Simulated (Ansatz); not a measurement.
One change: `CNB(C)Cl` becomes `CB(C)Cl`.

Ansatz, PBE0-D4/def2-TZVP geometries, multiplicity 1. Each molecule was computed in one conformer, which needn't be the lowest.

```csv
property,`CNB(C)Cl`
size of the dipole moment (PBE/def2-TZVPP) / D,2.61
LUMO energy (B3LYP/def2-TZVPP) / eV,0.42
HOMO energy (PBE0/def2-TZVPP) / eV,-7.65
HOMO energy (ωB97M-V/def2-TZVPP) / eV,-9.95
HOMO energy (PBE/def2-TZVPP) / eV,-6.33
zero-point energy (PBE0-D4/def2-TZVP) / kJ/mol,257.5
```

Task: What does the change do to each property? (An estimate is asked.)

Result: The calculation gave: 
| property | `CB(C)Cl` | shift |
| --- | --- | --- |
| size of the dipole moment (PBE/def2-TZVPP) / D | 1.50 | -1.11 |
| LUMO energy (B3LYP/def2-TZVPP) / eV | -0.88 | -1.30 |
| HOMO energy (PBE0/def2-TZVPP) / eV | -8.28 | -0.63 |
| HOMO energy (ωB97M-V/def2-TZVPP) / eV | -10.57 | -0.62 |
| HOMO energy (PBE/def2-TZVPP) / eV | -6.90 | -0.57 |
| zero-point energy (PBE0-D4/def2-TZVP) / kJ/mol | 204.9 | -52.6 |

With PBE0 the HOMO falls by 0.63 eV and the LUMO falls by 1.42 eV, so the gap narrows by about 0.79 eV. PBE moves the HOMO by -0.57 eV and ωB97M-V by -0.62 eV. The zero-point energy changes by -52.6 kJ/mol with -6 modes. Dipoles are sizes alone; their direction can turn.

B3LYP here is the variant with VWN-RPA as its local correlation; programs differ in this.
